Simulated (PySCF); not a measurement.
Species: CH7PSSi.
SMILES with atom numbers: `[CH3:1][S:2][SiH2:3][PH2:4]` (hydrogens: H5, H6, H7 on C1; H8, H9 on Si3; H10, H11 on P4)

The same species was optimised twice, with GFN2-xTB and with PBE0-D3(BJ)/def2-SVP (PySCF), and the same property calculations (PySCF, gas phase) were run on both structures.

```json
{"coordinate": "P4–H10 (Å)", "GFN2-xTB": "1.383", "PBE0-D3(BJ)/def2-SVP": "1.430", "change": "+0.047"}
{"coordinate": "P4–H11 (Å)", "GFN2-xTB": "1.383", "PBE0-D3(BJ)/def2-SVP": "1.429", "change": "+0.046"}
{"coordinate": "Si3–P4 (Å)", "GFN2-xTB": "2.229", "PBE0-D3(BJ)/def2-SVP": "2.262", "change": "+0.033"}
{"coordinate": "Si3–H8 (Å)", "GFN2-xTB": "1.464", "PBE0-D3(BJ)/def2-SVP": "1.497", "change": "+0.033"}
{"coordinate": "Si3–H9 (Å)", "GFN2-xTB": "1.468", "PBE0-D3(BJ)/def2-SVP": "1.498", "change": "+0.030"}
{"coordinate": "C1–H5 (Å)", "GFN2-xTB": "1.085", "PBE0-D3(BJ)/def2-SVP": "1.099", "change": "+0.014"}
{"coordinate": "C1–H6 (Å)", "GFN2-xTB": "1.085", "PBE0-D3(BJ)/def2-SVP": "1.099", "change": "+0.014"}
{"coordinate": "C1–H7 (Å)", "GFN2-xTB": "1.085", "PBE0-D3(BJ)/def2-SVP": "1.098", "change": "+0.013"}
{"coordinate": "C1–S2 (Å)", "GFN2-xTB": "1.818", "PBE0-D3(BJ)/def2-SVP": "1.822", "change": "+0.004"}
{"coordinate": "S2–Si3 (Å)", "GFN2-xTB": "2.141", "PBE0-D3(BJ)/def2-SVP": "2.140", "change": "-0.001"}
{"coordinate": "S2–Si3–H8 (°)", "GFN2-xTB": "108.0", "PBE0-D3(BJ)/def2-SVP": "111.5", "change": "+3.5"}
{"coordinate": "S2–Si3–H9 (°)", "GFN2-xTB": "107.3", "PBE0-D3(BJ)/def2-SVP": "110.2", "change": "+2.9"}
{"coordinate": "S2–Si3–P4 (°)", "GFN2-xTB": "108.1", "PBE0-D3(BJ)/def2-SVP": "105.4", "change": "-2.7"}
{"coordinate": "Si3–P4–H11 (°)", "GFN2-xTB": "95.7", "PBE0-D3(BJ)/def2-SVP": "93.1", "change": "-2.6"}
{"coordinate": "P4–Si3–H9 (°)", "GFN2-xTB": "116.0", "PBE0-D3(BJ)/def2-SVP": "113.7", "change": "-2.3"}
{"coordinate": "S2–C1–H6 (°)", "GFN2-xTB": "109.6", "PBE0-D3(BJ)/def2-SVP": "111.4", "change": "+1.8"}
{"coordinate": "S2–C1–H5 (°)", "GFN2-xTB": "109.8", "PBE0-D3(BJ)/def2-SVP": "111.4", "change": "+1.6"}
{"coordinate": "H6–C1–H7 (°)", "GFN2-xTB": "110.1", "PBE0-D3(BJ)/def2-SVP": "108.7", "change": "-1.4"}
{"coordinate": "C1–S2–Si3–P4 (°)", "GFN2-xTB": "-174", "PBE0-D3(BJ)/def2-SVP": "179", "change": "-7"}
```

Rotational constants: A = 9755, B = 1460, C = 1312 MHz (GFN2-xTB) against A = 9362, B = 1465, C = 1309 MHz (PBE0-D3(BJ)/def2-SVP).

On the GFN2-xTB structure: lowest singlet, TDDFT (eV) 5.55 [CAM-B3LYP/def2-SVPD]; lowest triplet, Tamm–Dancoff (eV) 5.19 [CAM-B3LYP/def2-SVPD]; isotropic polarisability (au) 88.7 [CAM-B3LYP/def2-SVPD]; HOMO (eV) -8.17 [CAM-B3LYP/def2-SVPD]; LUMO (eV) 0.80 [CAM-B3LYP/def2-SVPD]; dipole (D) 1.79 [CAM-B3LYP/def2-SVPD].

Q: What do these properties become on the PBE0-D3(BJ)/def2-SVP structure?

A: 
```csv
property,level,on GFN2-xTB,on PBE0-D3(BJ)/def2-SVP,change
"lowest singlet, TDDFT (eV)",CAM-B3LYP/def2-SVPD,5.55,5.52,-0.03
"lowest triplet, Tamm–Dancoff (eV)",CAM-B3LYP/def2-SVPD,5.19,5.17,-0.02
isotropic polarisability (au),CAM-B3LYP/def2-SVPD,88.7,91.0,+2.3
HOMO (eV),CAM-B3LYP/def2-SVPD,-8.17,-8.28,-0.11
LUMO (eV),CAM-B3LYP/def2-SVPD,0.80,0.71,-0.09
dipole (D),CAM-B3LYP/def2-SVPD,1.79,1.86,+0.07
"energy, GFN2-xTB geometry as zero (kcal/mol)",CAM-B3LYP/def2-SVPD,0.0,-1.8,-1.8
```

The heavy atoms differ by 0.054 Å rms after alignment. Among all bonds P4–H10 and P4–H11 change most and about equally (+0.046 to +0.047 Å). Changes are differences of the printed values. Neither structure is proved a minimum here.

Conformer computed: `[CH3:1][S:2][SiH2:3][PH2:4]`: C1–S2–Si3–P4 179°, H–P4–Si3–S2 -168°, H–P4–Si3–S2 -75°.
